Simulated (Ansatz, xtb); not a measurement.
**Relative energy of two structures of FH5OSi2Sn**

Structure X: a singlet given by its coordinates. Structure Y: `F[Si@@H]1O[SiH2][SnH2]1`, a singlet. Both are isolated molecules in the gas phase, relaxed with B3LYP-D3(BJ)/def2-SVP.

X (Å):

```xyz
10

F    -1.6613   -2.5663   -2.2219
O     0.6929   -1.3155   -2.3041
Si   -0.9634   -1.0868   -2.3118
Si    1.9555   -1.9701   -1.4318
Sn   -1.0007    0.0112   -4.7216
H    -1.3683   -0.4071   -1.0420
H    -0.7031    1.5852   -3.9188
H     2.2051   -3.3723   -1.8674
H     3.1714   -1.1512   -1.6881
H     1.6377   -1.9525    0.0261
```

Close contacts (Å): F1–Si3 1.64, O2–Si3 1.67, O2–Si4 1.67, Si3–Sn5 2.65, Si3–H6 1.50, Si4–H8 1.49, Si4–H9 1.49, Si4–H10 1.49, Sn5–H7 1.79.

Y (Å):

```xyz
10

F     0.9091    0.5257    2.4887
O     0.6008   -2.0368    1.6952
Si   -0.1353   -0.5355    1.8290
Si    0.9591   -2.5545    0.1128
Sn   -0.2432   -0.4100   -0.7707
H    -1.2973   -0.6048    2.7510
H     0.3165   -3.8735   -0.1430
H     2.4312   -2.6800   -0.0757
H    -1.7661   -0.6076   -1.5413
H     0.6411    0.8178   -1.5800
```

Question: Estimate E(Y) − E(X) at the level CCSD(T)/def2-SVP + ΔMP2/def2-TZVPP.

Answer: Calculated at CCSD(T)/def2-SVP + ΔMP2/def2-TZVPP: E(Y) − E(X) = −0.118 eV, so structure Y lies lower.

How the difference moves with the method:

```tsv
level	geometry	E(Y) − E(X) (eV)	departure from the last row (eV)	job, with rough time for the two
B3LYP-D3(BJ)/def2-SVP	B3LYP-D3(BJ)/def2-SVP	+0.048	+0.167	optimisation, 6.2 min
HF/def2-SVP	B3LYP-D3(BJ)/def2-SVP	+0.288	+0.406	part of the CCSD(T) run
MP2/def2-SVP	B3LYP-D3(BJ)/def2-SVP	−0.173	−0.055	part of the CCSD(T) run
CCSD(T)/def2-SVP	B3LYP-D3(BJ)/def2-SVP	−0.067	+0.052	single point
CCSD(T)/def2-SVP + ΔMP2/def2-TZVPP	B3LYP-D3(BJ)/def2-SVP	−0.118		single point, 65 s
```

B3LYP-D3(BJ)/def2-SVP, HF/def2-SVP put the two in the other order. The largest departure from CCSD(T)/def2-SVP + ΔMP2/def2-TZVPP is that of HF/def2-SVP, 0.406 eV. Levels run at GFN2-xTB geometries aren't shown. The last row adds to CCSD(T) the change of the MP2 difference between the two basis sets, here −0.052 eV.

With harmonic frequencies from B3LYP-D3(BJ)/def2-SVP (ideal gas, rigid rotor, one conformer each, 298.15 K, 1 atm): on the last row, ΔE + ΔZPE = −0.109 eV. A mode under 50 cm⁻¹ makes harmonic enthalpies and free energies unreliable, so none is given.

The correlated steps freeze 16 core orbitals; the filled d shell of Sn is correlated, in a basis made for valence electrons. Atoms past krypton carry core potentials in the def2 sets and no spin–orbit term is included. Run with Ansatz 0.2.0; the last row on 2 threads of Intel(R) Xeon(R) Platinum 8259CL CPU @ 2.50GHz (Skylake/Cascade Lake) on a shared host.
